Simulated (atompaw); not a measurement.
**LDA (PW92) PAW (atompaw) dataset for In (Z = 49), scalar-relativistic all-electron reference.**

* Element: In
* Generator: atompaw 4.2.0.5
* Type: PAW
* Functional: LDA (PW92)
* Relativity: scalar-relativistic
* Frozen core: [Kr] 4d10
* Valence charge: 3
* Reference configuration: 5s1.5 5p1.5
* Partial waves: 5s (bound); 5s channel at 0.8 Ry; 5p (bound); 5p channel at 1.2 Ry; 5d channel at 0.45 Ry
* Local potential: bessel scheme, radius 2.90 bohr
* Core correction: smooth core density matched at 2.70 bohr
* Augmentation charge: sinc compensation charge, radius 2.50 bohr; PAW radius 3.00 bohr; waves and projectors: bloechl

All-electron outer shells of the reference configuration (LDA (PW92), scalar-relativistic, ld1.x):

```
shell  level (eV)  outermost node (bohr)  outermost maximum (bohr)
   4p      -78.91                   0.42                      0.82
   4d      -19.54                   0.40                      0.94
   5s       -9.00                   1.02                      2.13
   5p       -3.06                   1.14                      2.78
```

Calculated quality:

| Item | Value |
| --- | --- |
| Cutoffs needed | 6 Ry and 6 Ry (the cutoffs (Ry, on a coarse ladder) from which the occupation-weighted sum of valence levels, in a spherical-Bessel basis at the reference potential, stays within 10 and 1 mRy of its value at 400 Ry) |
| Ghost test | no extra level below or beside the all-electron valence levels (s, p, d, f tested) (spherical-Bessel basis up to 400 Ry, 20 bohr box) |
| Lowest eigenvalue of the overlap operator | 0.37 (s channel) |
| Overlap eigenvalues printed by atompaw (projector basis) | 0.00207, 0.0534, 0.733, 3.38, 8.21 |
| Share of each valence orbital outside the PAW sphere | 5s 28 %, 5p 60 % |

Generation and tests took about 3.9 s on one core of a shared server CPU.
